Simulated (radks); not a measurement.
Values are calculated unless marked as measured or tabulated.
Q: Spherical jellium clusters: N electrons in a uniform positive sphere of charge N and radius rs N^(1/3), rs = 2.26 bohr. Level of theory: non-relativistic Kohn-Sham, LDA (Slater exchange, Perdew-Wang correlation), spin-polarised, spherical densities (a radial shooting solver with Libxc functionals). Levels are named by radial order and angular momentum (1s, 1p, 1d, 2s, ...), and open shells are averaged over m. At N = 8 the configuration is 1s2 1p6. The background grows by one charge. Does electron 9 go into 1d up or 2s up?

A: Into 1d up. The total energies of the other choices lie higher by 0.0693 eV (2s up).
